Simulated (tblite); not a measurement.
Task: What does the GFN2-xTB structure of `C[SiH2]c1ccc(C=[N])o1` [radical] look like in three dimensions? (Doublet state.)

Result: 
Z-matrix in Å and degrees, rows numbered from 1:
```
C 
Si  1  1.8974
C   2  1.8819  1  107.90
C   3  1.3742  2  133.24  1  -125.02
C   4  1.4044  3  107.17  2   179.49
C   5  1.3757  4  105.66  3     0.16
C   6  1.4509  5  130.94  4  -179.75
N   7  1.2287  6  128.37  5     0.52
O   3  1.3487  2  117.53  1    54.64
H   1  1.0871  2  111.43  3    59.45
H   1  1.0869  2  111.25  3   -60.51
H   1  1.0860  2  111.15  3   179.57
H   2  1.4677  1  110.58  3   118.83
H   2  1.4655  1  111.92  3  -117.10
H   4  1.0706  3  125.88  2    -0.41
H   5  1.0704  4  128.48  3  -179.73
H   7  1.1029  6  111.27  5  -179.63
```

C7 (carbon bonded to C, N and H) is planar (angles 128.4°, 120.4° and 111.3°, sum 360.0°, 0.00 Å off the plane of its three neighbours). C4 (carbon bonded to 2 C and H) is planar (angles 126.9°, 125.9° and 107.2°, sum 360.0°, 0.00 Å off the plane of its three neighbours). Si2 (silicon bonded to 2 C and 2 H) is tetrahedral (angles from 106.7° to 111.9°). C6 (carbon bonded to 2 C and O) is planar (angles 130.9°, 119.0° and 110.1°, sum 360.0°, 0.00 Å off the plane of its three neighbours).

The geometry is computed with GFN2-xTB (gas phase). This method treats the open shell by occupation alone, without spin polarisation.

Point group: C1 (no symmetry element, even within 0.4 Å). Its GFN2-xTB frequencies are all real (lowest 19 cm⁻¹). Torsions: C1–Si2–C3–C4 -125°, C5–C6–C7–N8 1°. 3 starts were optimised and ended at 0.00, 0.10 and 1.50 kcal/mol (GFN2-xTB); the lowest of these is shown.

Hardware: one thread, Intel Xeon at 2.50 GHz (x86_64), no GPU, on a shared host. Cost: 1.1 s of wall time. That covers the optimisation of the geometry.

One conformer stands for the species.
